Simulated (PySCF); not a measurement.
H₂S₂, SMILES SS.

Geometry: PBE0-D3(BJ)/def2-TZVP.

Two levels are set side by side: PBE/def2-TZVPD (PySCF) and r2SCAN/def2-TZVPD (PySCF). Same geometry, gas phase. Differences are taken from unrounded values.

| quantity | r2SCAN | PBE | PBE minus r2SCAN |
|---|---|---|---|
| orbital gap (eV) | 4.80 | 4.27 | -0.52 |
| highest occupied level (eV) | -6.61 | -6.36 | 0.25 |
| lowest empty level (eV) | -1.81 | -2.08 | -0.28 |
| dipole moment (D) | 1.16 | 1.10 | -0.06 |
| mean polarisability (bohr³) | 44.6 | 45.9 | 1.2 |

Rough cost on one machine, each run with all the roots and properties that it gave: r2SCAN against PBE about 4 times.
